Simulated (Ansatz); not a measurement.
Ge(F)3(OH) (F3GeHO), SMILES [OH][Ge]([F])([F])[F].

The structure is a stationary point at PBE-D3(BJ)/def2-SVP. This is a generated structure with no PubChem entry under its InChIKey; it may be hypothetical. The values are those of a single conformer.

Two levels are set side by side: PBE/def2-SVPD (Ansatz, a program for electronic structure) and CAM-B3LYP/def2-SVPD (Ansatz). Energy differences of separate SCF runs at the same geometry; the states with an electron removed or added have multiplicity 2 and 2. Differences are taken from unrounded values.

```tsv
quantity	CAM-B3LYP
vertical ionisation energy (eV)	13.81
vertical singlet–triplet gap (eV)	6.96
```

### Question
What does PBE give, and how far is it from CAM-B3LYP? (An estimate is asked for; the answer gives what the named calculation found.)

### Answer

| quantity | PBE | PBE minus CAM-B3LYP |
|---|---|---|
| vertical ionisation energy (eV) | 12.97 | -0.84 |
| vertical singlet–triplet gap (eV) | 6.33 | -0.62 |
